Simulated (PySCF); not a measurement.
**MLi for M along the chalcogens**

HF with triple-zeta basis sets in PySCF, for the lowest determinant that a PBE0 search found; no spin–orbit coupling. De refers to high-spin ground-configuration atoms. A positive dipole means M(−)Li(+).

```json
{"M": "O", "basis": "x2c-TZVPPall", "reference": "UHF", "state (unpaired electrons)": "doublet (π ↑)", "Re (Å)": "1.677", "ωe (cm⁻¹)": "856", "De (eV)": "1.73", "μ (D)": "6.79"}
{"M": "Se", "basis": "x2c-TZVPPall", "reference": "UHF", "state (unpaired electrons)": "doublet (π ↑)", "Re (Å)": "2.292", "ωe (cm⁻¹)": "516", "De (eV)": "1.83", "μ (D)": "7.39"}
```

The row for M = S is missing. Estimate Re, ωe and De as the mean of the rows for O and Se, and compare with the calculation.

The means are 1.984 Å, 686 cm⁻¹ and 1.78 eV. UHF in x2c-TZVPPall gives LiS as a doublet (π ↑) with Re = 2.163 Å, ωe = 589 cm⁻¹, De = 1.99 eV, so the estimate is off by -17.8 pm, +16 % and -0.21 eV.

Spin–orbit coupling is left out. Hartree–Fock leaves out correlation, which carries a large part of most bond energies and some tenths to 1 eV of ionisation energies. States were picked by a PBE0 search and need not be the measured ground states.
